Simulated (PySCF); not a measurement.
A small calculation by hand: chemical shift, span and skew from a shielding tensor

C5H9N, SMILES C(#C)[C@H](CN)C. Atoms are numbered in the order given.

```xyz
15

C     -0.8488    -2.1521     0.6239
C     -0.7502    -1.0402     0.1516
C     -0.5925     0.3046    -0.4058
C     -0.9385     1.3817     0.6240
C      0.8257     0.4813    -0.9731
N      1.8178     0.3854     0.0736
H     -0.9538    -3.1367     1.0399
H     -1.2926     0.3861    -1.2568
H     -0.2050     1.3655     1.4413
H     -0.9048     2.3763     0.1537
H     -1.9440     1.2263     1.0397
H      0.9544    -0.2461    -1.8021
H      0.8822     1.4867    -1.4237
H      2.7504     0.5477    -0.2971
H      1.8144    -0.5554     0.4660
```

The structure is a stationary point at PBE0-D3(BJ)/def2-SVP. The structure was generated by enumeration; whether it is a known compound was not checked. One conformer was computed; it need not be the lowest.

GIAO shieldings from PBE0/pcSseg-1 in PySCF, non-relativistic, no solvent. The symmetric part of the tensor of N6 has the principal values 202.1, 245.0, 267.3 ppm. The same nucleus in NH3 has σ = 267.4 ppm at this level (PySCF, at its B3LYP-D3(BJ)/def2-TZVP geometry).

**Question.** Work out the isotropic shielding, the ¹⁵N shift against NH3, the span and the skew.

**Answer.** 
σ(iso) = (σ11 + σ22 + σ33)/3 = 238.1 ppm. δ = σ(ref) − σ(iso) = 267.4 − (238.1) = 29.3 ppm.
Span Ω = σ33 − σ11 = 65.2 ppm. Skew κ = 3(σ(iso) − σ22)/Ω = -0.32. Tumbling in solution averages the tensor to δ; in a static solid the shielding alone would spread this spin-1/2 line over Ω.
